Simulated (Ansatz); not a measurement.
`F[SiH](F)[GeH3]` + `[AlH3]` → `F[SiH](F)[AlH2]` + GeH₄ at 700 K and 1 bar (formal exchange of groups at the Si–Ge bond).

Gas-phase electronic energies from Ansatz, PBE0-D4/def2-TZVP geometries. CBS: MP2 limit from def2 TZ/QZ plus the TZ coupled-cluster correction, frozen cores. This one scheme is used for every species. For Ge outer-core shells are correlated without core-valence functions, which leaves a few kJ/mol of doubt a bond. Scalar relativity is left out up to krypton.

```csv
species,CCSD(T)/CBS energy (Eh),H − E (kJ/mol),S (J/(mol·K))
`F[SiH](F)[GeH3]`,-2567.30741,169.7,448.4
`[AlH3]`,-243.78045,80.2,251.4
`F[SiH](F)[AlH2]`,-732.58614,139.0,438.6
GeH₄,-2078.49493,112.9,267.3
```

H − E and S are ideal-gas, rigid-rotor, harmonic terms from PBE0-D4/def2-TZVP. 1 Eh = 2625.50 kJ/mol, R = 8.31446 J/(mol·K).

Task: By hand: ΔE, ΔH, ΔS and ΔG.

Result: ΔE = (-732.58614) + (-2078.49493) − (-2567.30741) − (-243.78045) = 0.00679 Eh = 17.8 kJ/mol. Δ(H − E) = 139.0 + 112.9 − 169.7 − 80.2 = 2.0, so ΔH = 19.8 kJ/mol. ΔS = 438.6 + 267.3 − 448.4 − 251.4 = 6.1 J/(mol·K). ΔG = 19.8 − 700 × (6.1)/1000 = 15.5 kJ/mol.

Task: By hand: the equilibrium constant, and the temperature at which ΔG would vanish if ΔH and ΔS stayed fixed.

Result: log₁₀ K = −ΔG/(RT ln 10) = -1.2. ΔG = 0 at ΔH/ΔS = 3246 K, far beyond where these terms or the molecules hold.

The number of gas molecules stays the same, so ΔS is small and ΔH decides. A doubt of 5 kJ/mol in ΔE shifts log₁₀ K by 0.4 here. Modes under 60 cm⁻¹, often nearly free rotors, make the harmonic entropy too high. These are equilibria of isolated gas molecules and say nothing of rates. Largest T1 diagnostic: 0.012 (customary marks: 0.02 for closed shells, 0.045 for open ones).
